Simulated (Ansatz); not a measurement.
Start from `[OH][Hf]([OH])([OH])[Cl]` and change one element to get `[OH][Ti]([OH])([OH])[Cl]`.

Ansatz, PBE0-D4/def2-TZVP geometries, multiplicity 1. Each molecule was computed in one conformer, which needn't be the lowest.

Elements past krypton have def2 core potentials. Scalar relativity is left out up to krypton.

```csv
property,`[OH][Hf]([OH])([OH])[Cl]`
LUMO energy (PBE0/def2-TZVPP) / eV,-0.15
HOMO–LUMO gap (ωB97M-V/def2-TZVPP) / eV,11.92
HOMO–LUMO gap (B3LYP/def2-TZVPP) / eV,7.85
HOMO energy (ωB97M-V/def2-TZVPP) / eV,-10.91
LUMO energy (B3LYP/def2-TZVPP) / eV,-0.48
LUMO energy (ωB97M-V/def2-TZVPP) / eV,1.01
```

(1) What does the change do to each property? (An estimate is asked.)

Results:

(1) Computed: 
| property | `[OH][Ti]([OH])([OH])[Cl]` | shift |
| --- | --- | --- |
| LUMO energy (PBE0/def2-TZVPP) / eV | -1.96 | -1.81 |
| HOMO–LUMO gap (ωB97M-V/def2-TZVPP) / eV | 11.30 | -0.62 |
| HOMO–LUMO gap (B3LYP/def2-TZVPP) / eV | 6.24 | -1.61 |
| HOMO energy (ωB97M-V/def2-TZVPP) / eV | -11.03 | -0.12 |
| LUMO energy (B3LYP/def2-TZVPP) / eV | -2.25 | -1.77 |
| LUMO energy (ωB97M-V/def2-TZVPP) / eV | 0.27 | -0.74 |

With PBE0 the HOMO falls by 0.14 eV and the LUMO falls by 1.81 eV, so the gap narrows by about 1.67 eV. PBE moves the HOMO by -0.14 eV and ωB97M-V by -0.12 eV.

B3LYP here is the variant with VWN-RPA as its local correlation; programs differ in this.
